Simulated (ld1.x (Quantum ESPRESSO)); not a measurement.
**cobalt: one change to an ultrasoft potential, before and after**

ld1.x (Quantum ESPRESSO) 7.5 input, shortened:

```
&input
   title='Co', zed=27., rel=1, dft='PBE', iswitch=3,
   config='[Ar] 3d7 4s2 4p0'
 /
 &inputp
   pseudotype=3, tm=.true., lloc=-2, rcloc=1.45,
   nlcc=.false.,
   which_augfun='PSQ', rmatch_augfun=1.25
 /
6
4S  1  0   2.00   0.00  2.05  2.60  0.0
4S  1  0   0.00   0.05  2.05  2.60  0.0
4P  2  1   0.00   0.00  2.30  2.65  0.0
4P  2  1   0.00   0.50  2.30  2.65  0.0
3D  3  2   7.00   0.00  1.25  1.70  0.0
3D  3  2   0.00  -0.15  1.25  1.70  0.0
 &test
   configts(1)='3d7 4s2 4p0'
 /
```

Change: waves 3d (bound): rcut 1.24, rcutus 1.32 bohr; 3d channel at -0.15 Ry: rcut 1.24, rcutus 1.32 bohr.

Cutoffs: the cutoffs (Ry, on a coarse ladder) from which the occupation-weighted sum of valence levels, in a spherical-Bessel basis at the reference potential, stays within 10 and 1 mRy of its value at 400 Ry; they do not see the model core or the augmentation charge, which bear on the density cutoff. Errors are all-electron minus pseudo energies relative to the spin-unpolarised reference configuration.

Q: Predict the effect on cutoff, ghosts and configuration errors.

A: The potential gets harder (35 Ry and 60 Ry → 60 Ry and 110 Ry); of the 7 tests that both files solve, the error grows in 2 and shrinks in 1 by more than 15 % and 0.3 meV (median size 12.5 → 12.1 meV); neither file shows a bound ghost. A smaller radius makes the pseudo-wave follow the all-electron one further in, where it bends more sharply, so more plane waves are needed.

| quantity | base | changed |
| --- | --- | --- |
| cutoff, loose | 35 Ry | 60 Ry |
| cutoff, tight | 60 Ry | 110 Ry |
| loose cutoff by channel (10 mRy a level) | s 6 Ry, d 30 Ry | s 6 Ry, d 50 Ry |
| bound ghosts | none | none |
| error for 3d7 4s1 4p0, meV [ΔE 9.03 eV] | +12 | +12 |
| error for 3d7 4s0 4p0, meV [ΔE 25.82 eV] | +119 | +118 |
| error for 3d6 4s0 4p0, meV [ΔE 61.69 eV] | +66 | +15 |
| error for 3d5 4s0 4p0, meV [ΔE 117.04 eV] | -583 | -986 |
| error for 3d7 4s1 4p1, meV [ΔE 4.35 eV] | +5.2 | +5.1 |
| error for 3d7.5 4s1.5 4p0, meV [ΔE -0.96 eV] | -4.3 | -12 |
| error for 3d7 4s1.5 4p0, meV [ΔE 3.60 eV] | +1.8 | +1.7 |
| s: phases at 2.89 bohr within 0.05 rad from the reference energy up to (Ry; the scan ends near 5) | 2.4 | 2.4 |
| p: phases at 2.89 bohr within 0.05 rad from the reference energy up to (Ry; the scan ends near 5) | 3.4 | 3.4 |
| d: phases at 2.89 bohr within 0.05 rad from the reference energy up to (Ry; the scan ends near 5) | to the end of the scan | to the end of the scan |
| lowest overlap eigenvalue by channel | s 0.35, p 0.61, d 1.00 | s 0.35, p 0.61, d 0.94 |
